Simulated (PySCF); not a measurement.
## How the method changes the constants of CdSi

State: ³Σ⁻ (triplet), unpaired electrons π ↑↑. Set-up: Cd def2-SVPD with ECP28, Si def2-SVPD; scalar-relativistic core potentials (PySCF 2.14). De refers to Cd + Si in their high-spin ground configurations, without counterpoise correction. The functionals are run spin-unrestricted. A positive dipole means Cd(−)Si(+). Levels whose curve was spin-contaminated or gave no clean fit are not listed.

```tsv
Level	Re (Å)	ωe (cm⁻¹)	De (eV)	μ (D)
ROHF-MP2	2.568	219	0.66	n/a
ROHF-SCS-MP2	2.619	195	0.51	n/a
PBE	2.562	231	0.91	-2.28
PW91	2.559	232	0.92	-2.23
BLYP	2.618	203	0.63	-1.93
r²SCAN	2.538	239	0.93	-2.49
PBE0	2.576	225	0.81	-2.61
M06	2.595	214	0.73	-1.69
CAM-B3LYP	2.618	194	0.52	-2.31
```

The bond length runs from 2.538 Å (r²SCAN) to 2.619 Å (ROHF-SCS-MP2). De spans 0.51 eV (ROHF-SCS-MP2, perturbation theory) to 0.93 eV (r²SCAN, meta-GGA).

Correlated steps freeze 5 core orbitals. Correlated levels converge slowly with the basis: in double zeta they bind strong bonds too weakly, by up to about 1 eV, and carry superposition errors of some tenths. Spin–orbit coupling is left out. The state was picked by a PBE0 search and need not be the measured ground state.
